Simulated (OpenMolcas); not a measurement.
# Fe2+: ligand-field states by method

Fe2+ with 6 ligands (chloride) in octahedral coordination (Oh) at 2.54 Å. A charge of +0.667 e stands 3.2 Å behind each ligand. Ligand basis ANO-RCC-VDZP.
```
Fe    0.0000    0.0000    0.0000
Cl    2.5400    0.0000    0.0000
Cl    0.0000    2.5400    0.0000
Cl   -2.5400    0.0000    0.0000
Cl    0.0000   -2.5400    0.0000
Cl    0.0000    0.0000    2.5400
Cl    0.0000    0.0000   -2.5400
```

```yaml
Program: OpenMolcas
Basis: ANO-RCC-VDZP [5s4p2d1f]
Scalar_Hamiltonian: DKH2, point nucleus
Active_space: 6 electrons in 5 orbitals (3d)
State_averaging: 2S+1 = 5 even, 5 roots; 2S+1 = 3 even, 45 roots; 2S+1 = 1 even, 50 roots
Spin-orbit_coupling: RASSI with atomic mean-field integrals over the reference wave functions
```

I. CASSCF
II. SS-CASPT2, IPEA 0.25 Eh, imaginary shift 0.1 Eh (closed shells correlated: 3s 3p and the ligand valence shells)
III. SS-CASPT2, IPEA 0.5 Eh, imaginary shift 0.1 Eh (closed shells correlated: 3s 3p and the ligand valence shells)

Spin-free states (labels of O, the rotations of Oh) in cm-1, each column counted from its own energy of the first state listed:

| State | Degeneracy | I | II | III |
| --- | --- | --- | --- | --- |
| 5T2 | 3 | 0 | 0 | 0 |
| 5E | 2 | 3960 | 4740 | 4710 |
| 3T1 | 3 | 19400 | 17130 | 16610 |
| 3T2 | 3 | 21103 | 18300 | 18700 |
| 3T1 | 3 | 22549 | 20240 | 20320 |
| 3E | 2 | 24171 | 22040 | 22670 |
| 3T1 | 3 | 25251 | 20950 | 21480 |
| 3T2 | 3 | 25447 | 21550 | 22180 |
| 1A1 | 1 | 26707 | 23760 | 21890 |
| 3A2 | 1 | 27693 | 23810 | 24640 |
| 3T1 | 3 | 27710 | 25220 | 25650 |
| 3T2 | 3 | 28060 | 24240 | 25030 |
| 3E | 2 | 29195 | 26260 | 26850 |
| 1T1 | 3 | 29374 | 26290 | 25390 |
| 3A1 | 1 | 31075 | 28460 | 28980 |
| 3T1 | 3 | 31811 | 30440 | 30270 |
| 1T2 | 3 | 31926 | 28310 | 28480 |
| 1E | 2 | 33599 | 29710 | 29500 |
| 1A1 | 1 | 34420 | 29720 | 30630 |
| 1A2 | 1 | 35115 | 32050 | 32760 |

From I to II, I's first state of the same spin (5E) moves from 3960 to 4740 cm-1, by about +780 cm-1.

From I to II, I's first state of another spin (3T1) moves from 19400 to 17130 cm-1, by about -2300 cm-1.

I: A least-squares ligand-field fit to the states below 45000 cm-1, each weighted by its degeneracy and with a free common offset, gives 10Dq = 3899 cm-1, B = 1132 cm-1 and C = 4214 cm-1 (C/B = 3.72), with an rms deviation of 45 cm-1. The same method and metal basis give the free ion B = 1168 cm-1 (fit to its terms below 60000 cm-1, rms deviation 30 cm-1), so the nephelauxetic ratio is β = 1132 / 1168 = 0.97; it hangs on how both fits weigh the states, and computed free-ion B values tend to be too large, so β mixes covalency with correlation.

χT at 300 K: I 4.22, II 4.18, III 4.18 cm3 K/mol.

Roots that are degenerate in the reference are averaged as groups; the widest CASPT2 spread within a group is 450 cm-1 (the 2-fold group of multiplicity 1 near 75400 cm-1 above the lowest state of its run, II). Shifts and gaps below about the spread of the groups concerned are not significant. Over all roots computed the reference weight is 0.65 to 0.68 in II, 0.66 to 0.68 in III; a low but even weight reflects the number of correlated electrons. An orbital triplet at a regular site is open to Jahn-Teller coupling, which can distort the site and quench the lowest spin-orbit gaps and is left out. Ligand-to-metal charge-transfer states are missing. Without dynamic correlation the repulsion within the d shell is too large (B by tens of per cent), so at a given field states of lower spin stand too high (holds for I). With no ligand orbital active B as a rule stays too high, so bands that hang on it stand too high and its fall with covalency is understated (holds for I). With metal d orbitals alone and no dynamic correlation the field as a rule comes out too small, by tens of per cent, by up to half for chloride and softer ligands, and with too little covalency χT stands high (holds for I). A single d shell leaves out the double-shell effect, which counts most for late 3d ions, where the CASPT2 field can be off either way by tens of per cent (holds for II; III). These CASPT2 states fit no ligand-field parameters well, so their order and spin gaps are uncertain (holds for II; III). For late 3d ions with one d shell CASPT2 can put B and the spin-flip bands somewhat low as well as high (holds for II; III). With one d shell and no ligand orbital active, 10Dq can be off by tens of per cent for divalent 3d ions, low with halides held by bare charges and at times high in hosts (holds for II; III). Free-ion shares, where given, are those of the reference states; single-state CASPT2 does not remix them (holds for II; III). No measured value stands beside these numbers; the geometry is a model, was not optimised and need not be the one that this ion takes.
